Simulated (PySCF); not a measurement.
## Field gradients at the hydrogen positions

Species: C4H10ClFSi.
Cartesian coordinates in Å at the GFN2-xTB level; atoms count from 1:
```
atom  x, y, z in Å
C1     2.597   -0.717   -0.639
C2     1.095   -0.636   -0.893
Si3    0.292    0.816    0.028
C4    -1.584    0.923   -0.387
Cl5   -2.228    2.354    0.463
C6    -2.404   -0.267    0.070
F7    -1.989   -1.395   -0.596
H8     3.035   -1.556   -1.174
H9     2.800   -0.845    0.422
H10    3.092    0.194   -0.966
H11    0.632   -1.577   -0.593
H12    0.922   -0.541   -1.967
H13    0.379    0.660    1.483
H14    0.855    2.103   -0.388
H15   -1.766    1.098   -1.449
H16   -3.470   -0.144   -0.149
H17   -2.266   -0.457    1.139
```

Level: PBE0/pcSseg-1 (PySCF, non-relativistic); Q(2H) = 0.00286 b; rigid geometry, the same for H and D, with no vibrational averaging.

Task: Rank these positions by the coupling χzz of a deuteron there, largest first.
A. H15 (methine hydrogen)
B. H9 (methyl hydrogen)
C. H14 (Si–H hydrogen)
D. H17 (methylene hydrogen)
E. H11 (methylene hydrogen)

Result: B (212 kHz), E (208 kHz), A (203 kHz), D (192 kHz), C (108 kHz).

Task: Tabulate Vzz, the asymmetry η and χzz = 234.96 MHz × Q × Vzz for every hydrogen position.

Result: 
| atom | bonded to | bond length (Å) | Vzz (au) | η | χzz (kHz) |
| --- | --- | --- | --- | --- | --- |
| H8 | C1 | 1.088 | 0.3143 | 0.02 | 211 |
| H9 | C1 | 1.087 | 0.3151 | 0.02 | 212 |
| H10 | C1 | 1.087 | 0.3147 | 0.02 | 211 |
| H11 | C2 | 1.091 | 0.3089 | 0.01 | 208 |
| H12 | C2 | 1.092 | 0.3105 | 0.02 | 209 |
| H13 | Si3 | 1.467 | 0.1603 | 0.02 | 108 |
| H14 | Si3 | 1.465 | 0.1611 | 0.02 | 108 |
| H15 | C4 | 1.091 | 0.3014 | 0.06 | 203 |
| H16 | C6 | 1.096 | 0.2849 | 0.07 | 191 |
| H17 | C6 | 1.094 | 0.2858 | 0.06 | 192 |

Task: Average by the element that carries the hydrogen.

Result: on C: 205 kHz over 8 positions, mean bond length 1.091 Å; on Si: 108 kHz over 2 positions, mean bond length 1.466 Å.

Task: How does χzz go with the bond length over the 8 C–H bonds?

Result: A straight-line fit has a slope of -23.8 kHz for each 0.01 Å, with a correlation coefficient of -0.90, over lengths from 1.087 to 1.096 Å. The longer bonds have the smaller couplings here.

Geometry: GFN2-xTB, one conformer, isolated molecule. GFN2-xTB bond lengths can be off by several hundredths of an ångström, more for odd bonds, and the gradients follow them. With a basis this small, the couplings can be 20 % off.
